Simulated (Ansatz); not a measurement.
Total energies of AlClH5PSi (`P[SiH2][AlH][Cl]`).

Cartesian coordinates in Å:
```
P 1.6482 0.8058 1.0904
Si 0.5450 0.4145 -0.8592
Al -1.5607 -0.6873 -0.3469
Cl -1.4056 -2.7141 0.2031
H 0.5275 1.3864 1.7462
H 1.3958 -0.4876 1.6238
H 0.3931 1.7368 -1.5292
H 1.4515 -0.4236 -1.6920
H -2.9948 -0.0308 -0.2362
```

Charge 0, multiplicity 1. The structure was optimised at the PBE0-D4/def2-TZVP level. It is one conformer, not always the lowest. Basis def2-TZVPP, Ansatz 0.2.0.

RPA on PBE orbitals: Hartree–Fock energy of these orbitals -1334.05332 Eh, correlation -1.00708 Eh (frozen core).

```tsv
functional	energy without D4 (Eh)	D4 term (kJ/mol)
LDA (SPW92)	-1331.58165	–
PBE	-1335.94412	-23.3
r2SCAN	-1336.47538	-5.7
PBE0	-1336.06732	-20.3
r2SCANh	-1336.46884	-6.2
r2SCAN0	-1336.46008	-7.0
HSE06 (plane-wave form)	-1336.03953	-19.3
LC-ωPBE	-1336.18185	–
ωB97M-V	-1336.48920	–
B2PLYP	-1336.08843	–
```

Problem. Give the same for revPBE, BLYP, B97M-V, B3LYP, BHLYP, CAM-B3LYP, ωB97X-V, PBE-QIDH. (Estimate.)

Solution. The calculation gave: 
```
functional  energy without D4 (Eh)  D4 term (kJ/mol)
    revPBE             -1336.32430             -56.8
      BLYP             -1336.57045             -49.0
    B97M-V             -1336.25430                 –
     B3LYP             -1336.66882             -38.1
     BHLYP             -1336.58479             -34.0
 CAM-B3LYP             -1336.61275             -21.3
   ωB97X-V             -1336.37916                 –
  PBE-QIDH             -1335.72265                 –
```

B3LYP takes the VWN-RPA correlation (the form of Gaussian; ORCA's B3LYP/G). HSE06 is the plane-wave form, built on full-range PBE exchange. The double hybrids freeze the cores in their second-order part.

LC-ωPBE has ω = 0.4 bohr⁻¹.
